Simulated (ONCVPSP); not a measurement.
## Cutoff test, P, ONCV

- Element: phosphorus
- Generator: ONCVPSP 4.0.1
- Type: optimised norm-conserving Vanderbilt (ONCV)
- Functional: PBEsol
- Relativity: non-relativistic
- Frozen core: [Ne]
- Valence charge: 5
- Reference configuration: 3s2 3p2 (charge +1)
- Partial waves: 3s: rc 1.70 bohr, ncon 5, nbas 9, qcut 3.2 1/bohr, 3 projectors, debl 3.3 Ha; 3p: rc 1.90 bohr, ncon 5, nbas 8, qcut 3.5 1/bohr, 1 projector; d scattering state at 0.2 Ha: rc 1.50 bohr, ncon 4, nbas 9, qcut 7.4 1/bohr, local
- Local potential: the d channel
- Core correction: none

Task: For each optimised wave give the share of its norm inside rc, the residual kinetic energy above qcut (Ha) and the cutoffs (Ha) for errors of 10, 1, 0.1 and 0.01 mHa per electron.

Result:

```tsv
wave	norm inside rc	residual KE	10 mHa	1 mHa	0.1 mHa	0.01 mHa
3s	0.478	2.0e-02	6.8	56.2	73.8	83.1
s projector 2	0.091	1.2e-01	9.9	35.8	69.7	81.1
s projector 3	0.091	3.3e-01	23.3	106.6	127.5	138.5
3p	0.443	5.8e-04	3.2	5.0	32.7	48.8
d projector 1	0.088	2.9e-05	11.3	18.6	24.3	54.8
```

The occupied waves need 56 Ha and 74 Ha for 1 and 0.1 mHa.
